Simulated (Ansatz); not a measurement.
`[F][Cd][Br]` + NH₃ → `[NH2][Cd][F]` + HBr at 400 K and 1 bar (ligand exchange at a Cd–Br bond).

Gas-phase electronic energies from Ansatz, PBE0-D4/def2-TZVP geometries. CCSD(T)/CBS adds triple-zeta CCSD(T) − MP2 to the extrapolated MP2 energy (def2 sets, frozen cores). This one scheme is used for every species. Elements past krypton have def2 core potentials. For Br, Cd outer-core shells are correlated without core-valence functions, which leaves a few kJ/mol of doubt a bond. Scalar relativity is left out up to krypton. Each species was taken in one conformer, which may not be the lowest.

```csv
species,CCSD(T)/CBS energy (Eh),H − E (kJ/mol),S (J/(mol·K))
`[F][Cd][Br]`,-2840.89161,26.4,309.3
NH₃,-56.50880,104.2,203.1
`[NH2][Cd][F]`,-323.42384,91.3,312.8
HBr,-2573.91920,27.6,207.2
```

H − E and S are ideal-gas, rigid-rotor, harmonic terms from PBE0-D4/def2-TZVP, for one conformer and one mirror image of each species. 1 Eh = 2625.50 kJ/mol, R = 8.31446 J/(mol·K).

Q: By hand: ΔE, ΔH, ΔS and ΔG.

A: ΔE = (-323.42384) + (-2573.91920) − (-2840.89161) − (-56.50880) = 0.05737 Eh = 150.6 kJ/mol. Δ(H − E) = 91.3 + 27.6 − 26.4 − 104.2 = -11.7, so ΔH = 138.9 kJ/mol. ΔS = 312.8 + 207.2 − 309.3 − 203.1 = 7.6 J/(mol·K). ΔG = 138.9 − 400 × (7.6)/1000 = 135.9 kJ/mol.

Q: By hand: the equilibrium constant, and the temperature at which ΔG would vanish if ΔH and ΔS stayed fixed.

A: log₁₀ K = −ΔG/(RT ln 10) = -17.7. ΔG = 0 at ΔH/ΔS = 18276 K, far beyond where these terms or the molecules hold.

The number of gas molecules stays the same, so ΔS is small and ΔH decides. A doubt of 5 kJ/mol in ΔE shifts log₁₀ K by 0.7 here. Other conformers and mirror images would add mixing entropy, several J/(mol·K) or more a flexible species. These are equilibria of isolated gas molecules and say nothing of rates. Largest T1 diagnostic: 0.016 (customary marks: 0.02 for closed shells, 0.045 for open ones).
